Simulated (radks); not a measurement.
Values are calculated unless marked as measured or tabulated.
How relativity changes the ionisation of the fluorine ion F+ ([He] 2s2 2p4) to F2+ ([He] 2s2 2p3). Spin-unpolarised spherical Kohn-Sham, PBEsol, point nucleus unless stated (finite: rms radius 2.8976 fm), a radial shooting solver on a logarithmic mesh with Libxc functionals. A level marked "c x" has the speed of light scaled by that factor and shares open shells by 2j + 1; other Dirac levels either fill j = l - 1/2 first or share by 2j + 1.

level                               E(F+) (hartree)  E(F2+) (hartree)  IE (eV)   HOMO  <r> HOMO (bohr)
non-rel.                                  -98.64466         -97.23759   38.288     2p           0.9834
scalar-rel.                               -98.73808         -97.33139   38.278     2p           0.9833
scalar-rel., finite nucleus               -98.73806         -97.33136   38.278     2p           0.9833
Dirac, 2j+1 shares                        -98.73810         -97.33140   38.278  2p3/2           0.9839
Dirac, low j first                        -98.73992         -97.33458   38.241  2p3/2           0.9840
Dirac, 2j+1 shares, finite nucleus        -98.73807         -97.33137   38.278  2p3/2           0.9839
Dirac, c x 1.25                           -98.70441         -97.29758   38.282  2p3/2           0.9837
Dirac, c x 2                              -98.66798         -97.26101   38.286  2p3/2           0.9836
Dirac, c x 10                             -98.64559         -97.23853   38.288  2p3/2           0.9835

NIST Atomic Spectra Database: 34.971 eV (measured). The relativistic part of the total energy of F+ is -0.09341 hartree (Dirac, 2j+1 shares, finite nucleus), 0.095 % of the non-relativistic value. Spin polarisation and multiplet splitting of open shells are left out at every level.

Beside tabulated values, note that spin-unpolarised runs miss the spin-polarisation part of the exchange energy of open shells.
